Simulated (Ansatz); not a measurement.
A geometry relaxed with r2SCAN-D4/def2-SVP (Ansatz, a quantum-chemistry and plane-wave program), charge 0, multiplicity 1:

```xyz
14

H      2.4780    -0.0190     1.5473
H     -2.4645    -2.2628    -0.5856
H     -0.8053     3.2948     0.2040
H     -0.9439    -2.4412     1.2988
H      3.2320    -0.8720    -0.5969
H     -0.0902     0.3745    -2.4111
H     -0.2776    -3.2805    -0.8801
Si     2.4238     0.1954     0.0685
H      3.0354     1.5236    -0.2425
Si    -1.3792     1.9431     0.4831
Si    -1.0286    -2.1976    -0.1739
Sn    -0.0262     0.1102    -0.7135
H     -1.3399     1.7049     1.9585
H     -2.8055     1.9266     0.0361
```

Q: Write the SMILES of this molecule.

A: `[SiH3][SnH]([SiH3])[SiH3]`
